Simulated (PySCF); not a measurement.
CHBrClF, SMILES Br[C@@H](F)Cl. Coordinates come from a PBE-D3(BJ)/def2-SVP optimisation.

Calculation: PBE-D3(BJ)/def2-SVP in PySCF.

Harmonic wavenumbers (cm⁻¹): 213, 299, 415, 629, 736, 1111, 1156, 1277, 3062. Rotational constants (GHz): 6.319, 1.949, 1.537; symmetry number 1.

Work out the zero-point energy and the ideal-gas rigid-rotor harmonic-oscillator thermochemistry at 298.15 K and 1 atm.

ZPE = ½ Σ hcν = ½ × 8897 cm⁻¹ = 12.72 kcal/mol. H − E(el) = 16.07 kcal/mol. Entropy in cal/(mol K): translation 40.87, rotation 27.23, vibration 5.16, total 73.27. G − E(el) = -5.78 kcal/mol. Cp = 15.28 cal/(mol K).
